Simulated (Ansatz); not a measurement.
Calculated with Ansatz (gas phase, PBE0-D4/def2-TZVP geometries, no zero-point term in ΔE). CCSD(T)/CBS adds triple-zeta CCSD(T) − MP2 to the extrapolated MP2 energy (def2 sets, frozen cores). This one scheme is used for every species. DFT in def2-TZVPP. B3LYP here is the variant with VWN-RPA as its local correlation; programs differ in this. For Se outer-core shells are correlated without core-valence functions, which leaves a few kJ/mol of doubt a bond. Scalar relativity is left out up to krypton. One conformer a species, not always the lowest.

`C[Se][SiH](O)F` + H₂ → `O[SiH](F)[SeH]` + CH₄  (hydrogenolysis of the Se–C bond)

```tsv
level	ΔE (kJ/mol)	difference from CCSD(T)/CBS
r2SCAN-D4	-75.9	-1.6
PBE0-D4	-75.9	-1.6
ωB97M-V	-76.7	-2.4
B2PLYP	-80.0	-5.7
B3LYP	-85.3	-11.0
MP2/def2-TZVPP	-69.7	4.6
MP2/def2-QZVPP	-69.2	5.1
HF/CBS(def2)	-96.4	-22.1
MP2/CBS(def2)	-68.9	5.4
CCSD/CBS(def2)	-79.1	-4.8
CCSD(T)/CBS	-74.3	0
```

Largest T1 diagnostic among the species: 0.011.

The D4 term adds +9.8 kJ/mol with B3LYP and +5.3 kJ/mol with PBE0; it sums over pairs of atoms, weighted by their polarisabilities, and B3LYP, whose exchange is more repulsive, gets the larger term. In def2-TZVPP, CCSD(T) changes the Hartree–Fock value by +21.3 kJ/mol (the triples alone add +4.9 kJ/mol) and MP2 by +26.7 kJ/mol.
